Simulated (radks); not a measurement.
Values are calculated unless marked as measured or tabulated.
Ionisation of neutral cobalt, [Ar] 3d7 4s2, to Co+, [Ar] 3d8, under several functionals. Scalar-relativistic Kohn-Sham, spin-unpolarised, spherical densities, point nucleus; a radial shooting solver on a logarithmic mesh with Libxc functionals.

| functional | E(Co) (hartree) | Exc (hartree) | IE (eV) | -e(HOMO) (eV) | <r> HOMO (bohr) | IE error (eV) |
|---|---|---|---|---|---|---|
| exchange-only LDA | -1388.46655 | -54.53090 | 6.054 | 4.693 | 2.932 | -1.827 |
| XLYP | -1393.73292 | -59.90416 | 6.670 | 5.437 | 2.898 | -1.211 |
| PBE | -1393.14598 | -59.31122 | 6.471 | 5.470 | 2.894 | -1.410 |
| RPBE | -1393.34388 | -59.51397 | 6.322 | 5.391 | 2.911 | -1.559 |
| BLYP | -1393.48315 | -59.64975 | 6.630 | 5.415 | 2.893 | -1.251 |

NIST Atomic Spectra Database: 7.881 eV (measured). Closest: XLYP. The Delta-SCF values span 0.62 eV, the total energies 5.27 hartree. The highest occupied level is 4s. Spin polarisation and multiplet splitting are left out, so open shells lie too high by an amount that depends on their filling.

Beside tabulated values, note that spin-unpolarised runs miss the spin-polarisation part of the exchange energy of open shells.
